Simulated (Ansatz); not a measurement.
`C[O][GeH2]/[CH]=C/[Si](O)(O)OC`, relaxed with RKS PBE0-D4/def2-TZVP in the Gaussian-basis code of Ansatz from a PBE-D4/def2-SVP geometry. The force threshold is 0.005 eV/Å; the program also tests the step.

Total charge 0; spin multiplicity 1.

Start:

```xyz
22

C     1.339    4.011    0.341
O     1.268    3.186    1.484
Ge   -0.112    2.024    1.627
C    -0.039    0.682    0.209
C     0.268   -0.615    0.448
Si    0.348   -1.915   -0.887
O     1.853   -2.616   -1.074
O    -0.085   -1.122   -2.292
O    -0.646   -3.214   -0.512
C    -2.031   -3.100   -0.240
H     2.197    4.705    0.462
H     1.506    3.436   -0.603
H     0.422    4.635    0.194
H    -1.435    2.850    1.555
H     0.107    1.351    3.003
H    -0.247    0.990   -0.833
H     0.480   -0.932    1.489
H     1.876   -3.544   -0.779
H     0.193   -1.574   -3.107
H    -2.419   -4.096    0.057
H    -2.602   -2.758   -1.133
H    -2.242   -2.386    0.589
```

```
         step  energy (eV)  largest force (eV/Å)  largest move (Å)
            1  -76912.6863                 0.983             0.000
            2  -76912.8081                 0.584             0.048
            3  -76912.8328                 0.138             0.030
            4  -76912.8359                 0.102             0.070
            5  -76912.8368                 0.096             0.039
            6  -76912.8384                 0.032             0.024
            7  -76912.8385                 0.010             0.006
            8  -76912.8386                 0.008             0.004
            9  -76912.8387                 0.011             0.010
           10  -76912.8387                 0.012             0.013
           11  -76912.8388                 0.007             0.018
           12  -76912.8388                 0.014             0.016
           13  -76912.8388                 0.011             0.007
14 (rejected)  -76912.8388                 0.021             0.012
           15  -76912.8389                 0.005             0.006
           16  -76912.8389                 0.004             0.007
           17  -76912.8389                 0.005             0.007
           18  -76912.8389                 0.008             0.010
           19  -76912.8389                 0.009             0.008
           20  -76912.8389                 0.008             0.007
           21  -76912.8389                 0.005             0.006
           22  -76912.8389                 0.003             0.005
           23  -76912.8389                 0.004             0.005
```

End:

```xyz
22

C     1.258    3.994    0.317
O     1.270    3.161    1.448
Ge   -0.047    1.973    1.634
C     0.010    0.647    0.217
C     0.312   -0.633    0.446
Si    0.352   -1.934   -0.871
O     1.811   -2.652   -1.038
O    -0.040   -1.162   -2.258
O    -0.670   -3.157   -0.495
C    -2.054   -2.997   -0.272
H     2.071    4.718    0.419
H     1.420    3.434   -0.613
H     0.317    4.554    0.221
H    -1.379    2.757    1.599
H     0.216    1.305    2.989
H    -0.216    0.954   -0.803
H     0.539   -0.941    1.469
H     1.881   -3.547   -0.702
H     0.232   -1.577   -3.078
H    -2.455   -3.948    0.083
H    -2.573   -2.720   -1.195
H    -2.254   -2.229    0.483
```

Hardware: 4 threads of an AMD EPYC 7R13 on a shared host and a share of an NVIDIA H100 80 GB. Wall time 100 s, peak host memory 1.1 GiB.
